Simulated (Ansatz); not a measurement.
Ligand exchange on a metal centre used in film growth or etching (Zn OH-SH). Gas-phase values, no solvent. One relaxed conformer stands for each flexible species; it need not be the lowest.

Quantity: redistribution energy (mixed species minus the weighted end members), in eV.

Case: 1 of 2 OH replaced by SH: [Zn(OH)(SH)]. The other species in the difference include [Zn(OH)2] (neutral, multiplicity 1). Geometry of [Zn(OH)(SH)] (neutral, multiplicity 1, Å):

```xyz
5

Zn     0.1206     0.1153     0.2761
O     -1.3420     0.4850     1.1943
H     -2.1226    -0.0192     0.9321
S      1.9794    -0.2063    -0.7679
H      2.3941    -1.1362     0.1241
```

Question: Predict the redistribution energy (mixed species minus the weighted end members) from frozen-core MP2/def2-TZVPP // r2SCAN-D4/def2-SVP (Ansatz, a quantum-chemistry and plane-wave program).

Answer: -0.003 eV.
